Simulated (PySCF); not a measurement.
**Hf⁵⁵⁺: ionisation energy**

Hf⁵⁵⁺ [Ne] 3s2 3p5 [3p1/2^2 3p3/2^3, M_J = 3/2] → Hf⁵⁶⁺ [Ne] 3s2 3p4 [3p1/2^2 3p3/2^2, M_J = 2], as a difference of total energies. Calculation: PySCF 2.14, in an even-tempered Gaussian basis (18 s from 16 bohr⁻², ratio 2.4; 14 p from 21 bohr⁻², ratio 2.4; 4 d from 75 bohr⁻², ratio 2.6; 4 f from 110 bohr⁻², ratio 2.6); the two-component X2C-1e Hamiltonian. Correlated levels: 1s2 frozen; the 48 highest virtual spinors dropped. "Screened" scales the spin-orbit matrix elements by Boettger's factors to mimic the two-electron term; Breit and QED terms are absent.

| method | ionisation energy (eV) |
| --- | --- |
| GHF (spin-free) | 5558.8 |
| GMP2 (spin-free) | 5559.9 |
| GHF (screened spin-orbit) | 5470.6 |
| GMP2 (screened spin-orbit) | 5471.7 |

Breit and QED terms and the two-electron picture change are absent.

The spin-free rows relax to the high-spin LS determinant and lack the spin-orbit shift.

The labels give the starting determinants; with spin-orbit coupling the two ends relaxed to ⟨J²⟩ = 3.75, ⟨L²⟩ = 2.04, ⟨S²⟩ = 0.79 and ⟨J²⟩ = 6.00, ⟨L²⟩ = 3.28, ⟨S²⟩ = 1.41.

For comparison: 5468 ± 5 eV (theoretical estimate listed by NIST; NIST Atomic Spectra Database, ionization energies).
